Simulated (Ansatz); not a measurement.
Gas-phase electronic energies from Ansatz, PBE0-D4/def2-TZVP geometries. CCSD(T)/CBS is the MP2 limit (def2-TZVPP, def2-QZVPP) plus CCSD(T) − MP2 in def2-TZVPP, frozen cores. Functionals use def2-TZVPP. B3LYP here is the variant with VWN-RPA as its local correlation; programs differ in this. Each species was taken in one conformer, which may not be the lowest.

Consider the isomerisation: `CCCCC(=O)OC(C)C` → `COC1(OC)CCCCC1`.

Task: Is it downhill or uphill in electronic energy at CCSD(T)/CBS, and by how much? (Best estimate.)

Result: The calculation gave: Uphill: ΔE = +0.91 eV.

Task: What do these levels give: PBE-D4, PBE0-D4, B3LYP-D4, CAM-B3LYP-D4, ωB97X-V, revPBE, r2SCANh, BHLYP, MP2/def2-SVP, CCSD/def2-SVP, CCSD(T)/def2-TZVPP, HF/CBS(def2)? (Best estimate.)

Result: Computed: PBE-D4 1.05, PBE0-D4 0.92, B3LYP-D4 1.07, CAM-B3LYP-D4 0.98, ωB97X-V 0.89, revPBE 1.36, r2SCANh 1.02, BHLYP 1.09, MP2/def2-SVP 0.97, CCSD/def2-SVP 0.94, CCSD(T)/def2-TZVPP 0.92, HF/CBS(def2) 1.25 eV.

Largest T1 diagnostic among the species: 0.012.

Leaving LDA and LC-ωPBE aside and taking each functional with its dispersion term where it has one, the values, not all of them listed here, spread over 0.30 eV, from PBE-QIDH to BLYP-D4. LDA lies −0.50 eV from PBE without D4. In def2-TZVPP, CCSD(T) changes the Hartree–Fock value by −0.33 eV (the triples alone add −0.00 eV) and MP2 by −0.34 eV. From r2SCAN to r2SCAN0 (25 % exact exchange), in def2-TZVPP and without D4, ΔE moves by −0.11 eV.
